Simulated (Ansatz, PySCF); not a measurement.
This singlet lies 0.73 eV below the relaxed triplet at the level frozen-core CCSD(T)/aug-cc-pVDZ // PBE0-D3(BJ)/def2-TZVPD (Ansatz, a quantum-chemistry and plane-wave program).

## CH6AlSi, SMILES `[CH3][Al-][SiH3]` (lower singlet) (charge -1, multiplicity 1)

These are PBE0-D3(BJ)/def2-TZVPD (PySCF) values and carry that method's errors.

- HOMO: -0.06 eV
- total energy: -573.3777 Ha
- cost: very roughly 40 core-seconds

Bond lengths (Å): C1–Al2 2.049, C1–H4 1.096, C1–H5 1.100, C1–H6 1.100, Al2–Si3 2.611, Si3–H7 1.519, Si3–H8 1.514, Si3–H9 1.520. Angles (°): Al2–C1–H4 112.5, Al2–C1–H5 110.3, Al2–C1–H6 111.8, H4–C1–H5 107.8, H4–C1–H6 107.8, H5–C1–H6 106.3, C1–Al2–Si3 92.0, Al2–Si3–H7 112.1, Al2–Si3–H8 119.9, Al2–Si3–H9 118.9, H7–Si3–H8 100.8, H7–Si3–H9 101.0, H8–Si3–H9 101.0.
Charge -1, spin multiplicity 1.
